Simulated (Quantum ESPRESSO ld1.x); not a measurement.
ld1.x (Quantum ESPRESSO 7.5) input

```
 &input
    zed=61.0,
    iswitch=1,
    rel=2,
    dft='PBE',
    config='[Kr] 4d10 5s1',
    rel_dist='average',
    verbosity='high',
    lsmall=.true.,
    prefix='ld1',
    max_out_wfc=37,
    file_charge='ld1.rho',
 /
```

Command: `OMP_NUM_THREADS=1 ld1.x < ld1.in > ld1.out`

It prints (banner and zero overlaps left out):

```
     Program LD1 v.7.5 starts

     --------------------------- All-electron run ----------------------------

     dirac relativistic calculation

     atomic number is 61.00
     dft =PBE   lsd =0 sic =0 latt =0  beta=0.20 tr2=1.0E-14
     Exchange-correlation= PBE
                           (   1   4   3   4   0   0   0)
     mesh =2091 r(mesh) = 100.39638 a.u. xmin = -8.00 dx = 0.00800
     1 Ry =  13.60569312 eV, c = 137.03599908

     n l j   nl                  e(Ry)          e(Ha)          e(eV)
     Spin orbit split results
     1 0 0.5 1S 1( 2.00)   -3327.152699342   -1663.576349671 -45268.2186006
     2 0 0.5 2S 1( 2.00)    -558.396549309    -279.198274655  -7597.3720908
     2 1 0.5 2P 1( 2.00)    -529.848034246    -264.924017123  -7208.9497558
     2 1 1.5 2P 1( 4.00)    -488.679019858    -244.339509929  -6648.8167798
     3 0 0.5 3S 1( 2.00)    -138.472454829     -69.236227414  -1884.0137264
     3 1 0.5 3P 1( 2.00)    -126.250220231     -63.125110115  -1717.7217532
     3 1 1.5 3P 1( 4.00)    -117.961176468     -58.980588234  -1604.9435674
     4 0 0.5 4S 1( 2.00)     -43.577195276     -21.788597638   -592.8979461
     4 1 0.5 4P 1( 2.00)     -38.853998803     -19.426999402   -528.6355843
     4 1 1.5 4P 1( 4.00)     -36.915844576     -18.457922288   -502.2656527
     3 2 1.5 3D 1( 4.00)     -96.732942210     -48.366471105  -1316.1187266
     3 2 2.5 3D 1( 6.00)     -94.939010809     -47.469505404  -1291.7110465
     4 2 1.5 4D 1( 4.00)     -29.073322079     -14.536661040   -395.5626983
     4 2 2.5 4D 1( 6.00)     -28.706232306     -14.353116153   -390.5681875
     5 0 0.5 5S 1( 1.00)     -19.272030094      -9.636015047   -262.2093273
     Averaged results
     1 0     1S 1( 2.00)   -3327.152699342   -1663.576349671 -45268.2186006
     2 0     2S 1( 2.00)    -558.396549309    -279.198274655  -7597.3720908
     2 1     2P 1( 6.00)    -502.402024654    -251.201012327  -6835.5277718
     3 0     3S 1( 2.00)    -138.472454829     -69.236227414  -1884.0137264
     3 1     3P 1( 6.00)    -120.724191055     -60.362095528  -1642.5362960
     4 0     4S 1( 2.00)     -43.577195276     -21.788597638   -592.8979461
     4 1     4P 1( 6.00)     -37.561895985     -18.780947992   -511.0556299
     3 2     3D 1(10.00)     -95.656583369     -47.828291685  -1301.4741185
     4 2     4D 1(10.00)     -28.853068215     -14.426534108   -392.5659918
     5 0     5S 1( 1.00)     -19.272030094      -9.636015047   -262.2093273

     final scf error:  2.3E-15 reached in  24 iterations

     Etot =  -19938.948094 Ry,   -9969.474047 Ha, -271283.208965 eV

     Ekin =   21573.181229 Ry,   10786.590614 Ha,  293518.083486 eV
     Encl =  -47782.662104 Ry,  -23891.331052 Ha, -650116.237192 eV
     Eh   =    6709.563221 Ry,    3354.781611 Ha,   91288.258175 eV
     Exc  =    -439.030440 Ry,    -219.515220 Ha,   -5973.313433 eV
```

Run on one thread of a shared host, so times are rough (Intel(R) Xeon(R) Processor @ 2.60GHz): 0.67 s of CPU time, 0.71 s wall, 24 iterations on 2091 mesh points.
